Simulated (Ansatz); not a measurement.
System: BF2, charge -1, multiplicity 1. 
Geometry from a B3LYP-D3(BJ)/def2-TZVP (Ansatz, a first-principles code) optimisation:
```xyz
3

B      0.2659    -0.2917     0.5292
F      0.9107     0.0746    -0.6452
F     -1.0584     0.0875     0.3512
```
Charge -1, spin multiplicity 1.

Basis-set convergence of Hartree-Fock and MP2 correlation energies (hartree) with Ansatz. Valence correlation only, unless marked. Spin-orbit coupling is left out. Non-relativistic. This anion needs diffuse functions, which these sets lack.

The Hartree-Fock reference is unstable (checked in the largest basis), which strains HF and MP2. 

```json
[
 {"basis": "cc-pVDZ", "functions": "42", "E(HF)": "-223.59364", "E(corr, MP2)": "-0.45477"},
 {"basis": "cc-pVTZ", "functions": "90", "E(HF)": "-223.68632", "E(corr, MP2)": "-0.60594"},
 {"basis": "cc-pVQZ", "functions": "165", "E(HF)": "(withheld)", "E(corr, MP2)": "(withheld)"}
]
```

Q: Some entries are withheld; supply them.

A: 
- cc-pVQZ, E(HF): -223.70994
- cc-pVQZ, E(corr, MP2): -0.66241
